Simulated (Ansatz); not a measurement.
`[NH2][Hf]([OH])([OH])[F]` and `[OH][Hf]([OH])([F])[Cl]` differ in one atom or group.

Ansatz, PBE0-D4/def2-TZVP geometries, multiplicity 1. Each molecule was computed in one conformer, which needn't be the lowest.

Elements past krypton have def2 core potentials.

```
                               property  `[NH2][Hf]([OH])([OH])[F]`
     LUMO energy (PBE0/def2-TZVPP) / eV                       -0.11
    LUMO energy (B3LYP/def2-TZVPP) / eV                       -0.44
   HOMO–LUMO gap (PBE0/def2-TZVPP) / eV                        7.12
    HOMO energy (B3LYP/def2-TZVPP) / eV                       -6.98
HOMO–LUMO gap (ωB97M-V/def2-TZVPP) / eV                       10.63
  HOMO–LUMO gap (B3LYP/def2-TZVPP) / eV                        6.54
```

What does the change do to each property? (An estimate is asked.)

Computed: 
| property | `[OH][Hf]([OH])([F])[Cl]` | shift |
| --- | --- | --- |
| LUMO energy (PBE0/def2-TZVPP) / eV | -0.31 | -0.20 |
| LUMO energy (B3LYP/def2-TZVPP) / eV | -0.64 | -0.20 |
| HOMO–LUMO gap (PBE0/def2-TZVPP) / eV | 8.70 | 1.58 |
| HOMO energy (B3LYP/def2-TZVPP) / eV | -8.72 | -1.74 |
| HOMO–LUMO gap (ωB97M-V/def2-TZVPP) / eV | 12.14 | 1.51 |
| HOMO–LUMO gap (B3LYP/def2-TZVPP) / eV | 8.08 | 1.54 |

With PBE0 the HOMO falls by 1.78 eV and the LUMO falls by 0.20 eV, so the gap widens by about 1.58 eV. PBE moves the HOMO by -1.74 eV and ωB97M-V by -1.68 eV.

B3LYP here is the variant with VWN-RPA as its local correlation; programs differ in this.
